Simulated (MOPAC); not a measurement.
Input file for MOPAC: PM6 on BrH5OSi (a complex), monomers drawn apart or pushed together.

```
PM6 1SCF PRECISE CHARGE=0 THREADS=1
BrH5OSi

Br    -0.60941552 1    -1.15564798 1    -0.02079492 1
H     -0.15485613 1    -0.42266917 1     1.13543890 1
O      0.46307133 1     0.59185993 1     2.95228876 1
Si    -0.04184584 1     0.22585738 1     4.49699745 1
H      1.14779209 1     1.25392817 1     2.82553998 1
H      1.08687284 1    -0.28147295 1     5.31049154 1
H     -1.07148668 1    -0.81380377 1     4.32512968 1
H     -0.60884308 1     1.42338885 1     5.15850240 1
```

Output:

```
*******************************************************************************
 **                                                                           **
 **                              MOPAC v23.2.5                                **
 **                                                                           **
 *******************************************************************************
 ** MOPAC's Digital Object Identifier: https://doi.org/10.5281/zenodo.6511958 **
 **                                                                           **
 ** Please cite the open-source release paper for use of this MOPAC version:  **
 ** J. E. Moussa and J. J. P. Stewart (2026)                                  **
 ** MOPAC: An open-source semiempirical molecular orbital program             **
 ** J. Open Source Softw., 11(119), 8025, https://doi.org/10.21105/joss.08025 **
 *******************************************************************************

                              PM6 CALCULATION RESULTS

 *******************************************************************************
 *  PM6        - The PM6 Hamiltonian to be used
 *
 *
 *
 *                 CHARGE ON SYSTEM = 0
 *
 *
 *
 *  PRECISE    - TIGHTER CRITERIA TO BE USED
 *  1SCF       - DO 1 SCF AND THEN STOP
 *  THREADS=1  - MULTI-THREADING NOT USED
 *  T=         - A TIME OF 172800.0 SECONDS REQUESTED
 *  DUMP=N     - RESTART FILE WRITTEN EVERY 7200.0 SECONDS REQUESTED
 *******************************************************************************
PM6 1SCF PRECISE CHARGE=0 THREADS=1
 BrH5OSi

   ATOM   CHEMICAL          X               Y               Z
  NUMBER   SYMBOL      (ANGSTROMS)     (ANGSTROMS)     (ANGSTROMS)

     1      Br         -0.60941552  *  -1.15564798  *  -0.02079492  *
     2       H         -0.15485613  *  -0.42266917  *   1.13543890  *
     3       O          0.46307133  *   0.59185993  *   2.95228876  *
     4      Si         -0.04184584  *   0.22585738  *   4.49699745  *
     5       H          1.14779209  *   1.25392817  *   2.82553998  *
     6       H          1.08687284  *  -0.28147295  *   5.31049154  *
     7       H         -1.07148668  *  -0.81380377  *   4.32512968  *
     8       H         -0.60884308  *   1.42338885  *   5.15850240  *



          CARTESIAN COORDINATES

    NO.       ATOM           X           Y           Z

     1        Br         -0.6094     -1.1556     -0.0208
     2         H         -0.1549     -0.4227      1.1354
     3         O          0.4631      0.5919      2.9523
     4        Si         -0.0418      0.2259      4.4970
     5         H          1.1478      1.2539      2.8255
     6         H          1.0869     -0.2815      5.3105
     7         H         -1.0715     -0.8138      4.3251
     8         H         -0.6088      1.4234      5.1585

 General Reference for PM6:
 "Optimization of Parameters for Semiempirical Methods V: Modification of NDDO Approximations
 and Application to 70 Elements", J. J. P. Stewart, J. Mol. Mod., 13, 1173-1213 (2007)
 URL: https://link.springer.com/article/10.1007/s00894-007-0233-4

           Empirical Formula: H5 O Br Si  =     8 atoms



      MOLECULAR POINT GROUP   :   C1


      RHF CALCULATION, NO. OF DOUBLY OCCUPIED LEVELS = 11


 -------------------------------------------------------------------------------
 PM6 1SCF PRECISE CHARGE=0 THREADS=1
 BrH5OSi



     1SCF WAS SPECIFIED, SO BFGS WAS NOT USED
     SCF FIELD WAS ACHIEVED


                              PM6 CALCULATION
                                                       MOPAC v23.2.5 Linux




          FINAL HEAT OF FORMATION =        -85.61453 KCAL/MOL =    -358.21119 KJ/MOL


          COSMO AREA              =        136.19 SQUARE ANGSTROMS
          COSMO VOLUME            =        120.35 CUBIC ANGSTROMS

          IONIZATION POTENTIAL    =         10.810073 EV
          HOMO LUMO ENERGIES (EV) =        -10.810 -0.336
          NO. OF FILLED LEVELS    =         11
          MOLECULAR WEIGHT        =        129.0284         POINT GROUP:  C1

          MOLECULAR DIMENSIONS (Angstroms)

            Atom       Atom       Distance
            H     8   Br     1     5.78589
            H     7    H     5     3.35748
            H     8    H     6     2.32604


          SCF CALCULATIONS        =          1





   ATOM   CHEMICAL          X               Y               Z
  NUMBER   SYMBOL      (ANGSTROMS)     (ANGSTROMS)     (ANGSTROMS)

     1      Br         -0.60941552  *  -1.15564798  *  -0.02079492  *
     2       H         -0.15485613  *  -0.42266917  *   1.13543890  *
     3       O          0.46307133  *   0.59185993  *   2.95228876  *
     4      Si         -0.04184584  *   0.22585738  *   4.49699745  *
     5       H          1.14779209  *   1.25392817  *   2.82553998  *
     6       H          1.08687284  *  -0.28147295  *   5.31049154  *
     7       H         -1.07148668  *  -0.81380377  *   4.32512968  *
     8       H         -0.60884308  *   1.42338885  *   5.15850240  *

                             CARTESIAN COORDINATES

   1   Br       -0.609415520    -1.155647980    -0.020794920
   2    H       -0.154856130    -0.422669170     1.135438900
   3    O        0.463071330     0.591859930     2.952288760
   4   Si       -0.041845840     0.225857380     4.496997450
   5    H        1.147792090     1.253928170     2.825539980
   6    H        1.086872840    -0.281472950     5.310491540
   7    H       -1.071486680    -0.813803770     4.325129680
   8    H       -0.608843080     1.423388850     5.158502400


           Empirical Formula: H5 O Br Si  =     8 atoms



      MOLECULAR POINT GROUP   :   C1


                  EIGENVALUES
 -30.35463 -27.30040 -20.09629 -17.19824 -15.07622 -14.17207 -13.61346 -11.47608
 -11.42102 -10.81078 -10.81007  -0.33638   0.57412   0.68921   1.23328   1.67956
   1.78710   2.43133   4.16551   4.39871   4.54690   5.01114 114.01635 114.02010
 114.13093 114.46460 114.46466


              NET ATOMIC CHARGES AND DIPOLE CONTRIBUTIONS

  ATOM NO.   TYPE          CHARGE      No. of ELECS.   s-Pop       p-Pop       d-Pop
    1         Br          -0.227410        7.2274     1.98125     5.24365     0.00251
    2          H           0.223985        0.7760     0.77601
    3          O          -0.621614        6.6216     1.66835     4.95326
    4         Si           0.311155        3.6888     1.17066     1.66949     0.84870
    5          H           0.360495        0.6395     0.63951
    6          H          -0.020280        1.0203     1.02028
    7          H          -0.006143        1.0061     1.00614
    8          H          -0.020189        1.0202     1.02019
 DIPOLE           X         Y         Z       TOTAL
 POINT-CHG.     1.026     1.463     2.898     3.404
 HYBRID         0.491     0.368    -1.061     1.225
 SUM            1.517     1.831     1.837     3.005


          ATOMIC ORBITAL ELECTRON POPULATIONS

     Atom    s        px        py        pz      x^2-y^2     xz        z^2       yz        xy
    1 Br   1.98125   1.92542   1.80541   1.51282   0.00007   0.00048   0.00057   0.00120   0.00020
    2  H   0.77601
    3  O   1.66835   1.61348   1.63342   1.70637
    4 Si   1.17066   0.64165   0.66126   0.36658   0.06266   0.22286   0.14221   0.19402   0.22695
    5  H   0.63951
    6  H   1.02028
    7  H   1.00614
    8  H   1.02019

 **********************
 *                    *
 * JOB ENDED NORMALLY *
 *                    *
 **********************




 == MOPAC DONE ==
```

The run finished.

Cost: about 0.05 core-seconds (a rough figure).
